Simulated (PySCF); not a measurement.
Identify the unknown among the candidates.

All candidates are C6H6F2.

| technique | computed result |
| --- | --- |
| UV, first state | lowest singlet excitation: 6.48 eV (191 nm, f = 0.138) [TDDFT CAM-B3LYP/def2-SVPD] |
| Polarisability | 63.4 au [CAM-B3LYP/def2-SVPD] |
| Dipole | 2.88 D [CAM-B3LYP/def2-SVPD] |
| Triplet | lowest triplet excitation (Tamm–Dancoff): 4.17 eV [TDA CAM-B3LYP/def2-SVPD] |
| Rotational structure | rotational constants A, B, C: 3.784, 1.687, 1.647 GHz [GFN2-xTB] |
| 13C NMR | chemical shifts (computed TMS as zero) by class: 174.9 (1 C), 104.7 (1 C), 74.4 (1 C), 33.0 (1 C), 26.4 (1 C), 19.1 (1 C) ppm [GIAO PBE0/pcSseg-1] |

Electronic properties: PySCF, gas phase, density fitting. Levels stand in brackets. Isolated species at its GFN2-xTB geometry, gas phase. Each NMR value is the plain mean over a class of atoms that symmetry, rotation or inversion makes alike.

Problem. Which candidate is it?
A. `FC1=C[C@@H]2C[C@]2(F)C1`
B. `FC1=C[C@@H]2[C@H](F)[C@@H]2C1`
C. `C=C(F)/C=C/C=C\F`
D. `C=C/C(F)=C(\F)C=C`

Solution. B. It is `FC1=C[C@@H]2[C@H](F)[C@@H]2C1`. Numbering: `[F:1][C:2]1=[CH:3][C@@H:4]2[C@H:5]([F:6])[C@@H:7]2[CH2:8]1`. Its formula, C6H6F2, gives 3 degrees of unsaturation: 2 rings and 1 π bond in the structure found. 6 carbons fall into 6 classes; from least to most shielded: vinylic C–F carbon [C2] (174.9 ppm), alkene CH carbon [C3] (104.7 ppm), sp3 C–F carbon [C5] (74.4 ppm), allylic carbon [C8] (33.0 ppm), sp3 carbon at a ring junction [C4] (26.4 ppm), sp3 carbon at a ring junction [C7] (19.1 ppm). By its constants the optimised geometry is a nearly prolate symmetric top.

The others, at the same levels:
- `C=C/C(F)=C(\F)C=C` fails: its computed lowest singlet excitation is 4.75 eV (261 nm, f = 1.009) (against 6.48 eV), lowest triplet excitation (Tamm–Dancoff) is 2.43 eV (against 4.17 eV) and static isotropic polarisability is 91.2 au (against 63.4 au).
- `C=C(F)/C=C/C=C\F` fails: its computed 13C shifts are 173.6 (1 C), 161.5 (1 C), 130.3 (1 C), 129.2 (1 C), 118.3 (1 C), 101.1 (1 C) ppm, lowest singlet excitation is 4.90 eV (253 nm, f = 1.079) (against 6.48 eV) and lowest triplet excitation (Tamm–Dancoff) is 2.55 eV (against 4.17 eV).
- `FC1=C[C@@H]2C[C@]2(F)C1` fails: its computed 13C shifts are 171.3 (1 C), 114.5 (1 C), 81.5 (1 C), 41.5 (1 C), 26.6 (1 C), 25.3 (1 C) ppm, rotational constant A is 4.287 GHz (against 3.784 GHz) and smallest rotational constant is 1.345 GHz (against 1.647 GHz).

Each candidate is one conformer, not necessarily the lowest. Dipoles, sizes and rotational constants follow the conformer. The torsions of the flexible species, by atom-mapped SMILES:
- `[CH2:1]=[CH:2]/[C:3]([F:4])=[C:5](\[F:6])[CH:7]=[CH2:8]`: C1–C2–C3–F4 0°, C3–C5–C7–C8 180°
- `[CH2:1]=[C:2]([F:3])/[CH:4]=[CH:5]/[CH:6]=[CH:7]\[F:8]`: C1–C2–C4–C5 180°, C4–C5–C6–C7 180°

The conformers of `FC1=C[C@@H]2[C@H](F)[C@@H]2C1` and `FC1=C[C@@H]2C[C@]2(F)C1` aren't listed.
